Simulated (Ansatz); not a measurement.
Conformers of CH9NO2Si2 (`C[SiH](O)N[SiH2]O`), each relaxed with PBE0-D4/def2-TZVP in Ansatz. CBS adds the triple-zeta coupled-cluster correction to the MP2 limit.

Not all of them had a frequency check.

Conformer A:

```xyz
15

C    -0.014   -2.385   -0.279
Si    0.158   -0.568   -0.624
O     1.719   -0.032   -0.394
N    -0.816    0.316    0.475
Si   -0.800    2.022    0.763
O     0.655    2.610    0.292
H    -1.044   -2.716   -0.435
H     0.626   -2.968   -0.947
H     0.274   -2.617    0.749
H    -0.177   -0.274   -2.045
H     2.300   -0.084   -1.154
H    -1.335   -0.238    1.141
H    -1.085    2.217    2.212
H    -1.816    2.768   -0.021
H     1.356    1.947    0.268
```

Conformer B:

Cartesian coordinates in Å:
```
C 0.474 -2.006 -1.520
Si 0.439 -0.329 -0.734
O -0.207 0.701 -1.845
N -0.466 -0.349 0.745
Si -0.439 0.959 1.844
O -0.475 2.346 0.935
H 1.022 -1.973 -2.464
H -0.539 -2.355 -1.735
H 0.959 -2.734 -0.866
H 1.794 0.144 -0.338
H -0.431 1.564 -1.487
H -1.286 -0.938 0.774
H -1.622 0.848 2.737
H 0.803 1.009 2.662
H -0.025 3.112 1.294
```

**Question.** Which is lowest in electronic energy at CCSD(T)/CBS (frozen core, def2 sets), and by how much? (Estimate.)

**Answer.** Ansatz gave: B; A lies 2.8 kJ/mol higher.

**Question.** Give the energies relative to B (kJ/mol) with PBE-D4/def2-TZVPP, r2SCAN-D4/def2-TZVPP, B3LYP-D4/def2-TZVPP, PBE0/def2-TZVPP, HF/def2-TZVPP, CCSD/def2-TZVPP, SCS-MP2/def2-QZVPP. (Estimate.)

**Answer.** Ansatz gave: 
```tsv
level	A
PBE-D4/def2-TZVPP	3.3
r2SCAN-D4/def2-TZVPP	3.1
B3LYP-D4/def2-TZVPP	2.5
PBE0/def2-TZVPP	3.2
HF/def2-TZVPP	3.9
CCSD/def2-TZVPP	3.6
SCS-MP2/def2-QZVPP	3.4
```

B3LYP here is the variant with VWN-RPA as its local correlation; programs differ in this.
